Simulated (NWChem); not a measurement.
# Atomisation of F2Ge

```xyz
3

Ge     0.0000     0.0000    -0.4166
F      1.3203     0.0000     0.7406
F     -1.3203     0.0000     0.7406
```
Charge 0, spin multiplicity 1.

The numbers come from NWChem runs, not from measurements. All single points use one geometry, from B3LYP/def2-SVP, a minimum by its harmonic frequencies.

Basis set: def2-TZVP. The atomisation energy is electronic alone: no zero-point, thermal, spin-orbit or counterpoise terms. No value is extrapolated to the basis-set limit. Free atoms are single determinants with multiplicities Ge 3, F 2. Correlated methods freeze the same cores in atoms and molecule, 11 orbitals in all.

The Hamiltonian is non-relativistic. B3LYP has NWChem's definition, with VWN1-RPA local correlation. The structure started from a generated list of species. The stability of the SCF solutions was not checked. Open-shell Hartree-Fock references start from PBE0 orbitals.

Q: Order these methods by the atomisation energy they give, lowest first: PBE, B3LYP, MP2, r2SCAN.

A: B3LYP (254.6 kcal/mol), r2SCAN (258.0 kcal/mol), MP2 (264.3 kcal/mol), PBE (267.2 kcal/mol)
